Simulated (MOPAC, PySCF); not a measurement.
Cl₃In, SMILES `[Cl][In]([Cl])[Cl]`, neutral singlet in the gas phase. 

Cartesian coordinates (Å):
SMILES: [Cl][In]([Cl])[Cl]
```xyz
4

Cl     2.1285    -0.8507    -0.0272
In     0.0000     0.0000     0.0000
Cl    -1.8014    -1.4167    -0.0513
Cl    -0.3272     2.2674     0.0785
```
Charge 0, multiplicity 1.

All levels are single points at this geometry (PBE0-D4/def2-TZVP); Pople sets use spherical d functions. Orbital energies aren't observables, and empty levels follow the basis.

| level | HOMO (eV) | LUMO (eV) | gap (eV) | dipole (D) | vertical IE, Delta-SCF (eV) |
|---|---|---|---|---|---|
| PBE-D3(BJ)/def2-TZVP in PySCF | -8.02 | -3.76 | 4.26 | 0.00 | – |
| PBE0-D4/def2-TZVP in PySCF | -9.46 | -2.89 | 6.57 | 0.00 | 11.42 |
| B3LYP/6-31G* (LANL2DZ on In) in PySCF | -9.21 | -3.20 | 6.01 | 0.00 | 11.38 |
| SVWN5/6-31G* (LANL2DZ on In) in PySCF | -8.19 | -3.96 | 4.24 | 0.00 | – |
| HF/6-31G* (LANL2DZ on In) in PySCF | -12.96 | 0.11 | 13.07 | 0.00 | 12.37 |
| AM1 in MOPAC | -12.28 | -2.95 | 9.33 | 0.00 | – |
| PM3 in MOPAC | -10.83 | -2.94 | 7.89 | 0.00 | – |
| PM6 in MOPAC | -11.91 | -2.22 | 9.69 | 0.00 | – |
| PM7 in MOPAC | -11.71 | -1.82 | 9.89 | 0.00 | – |
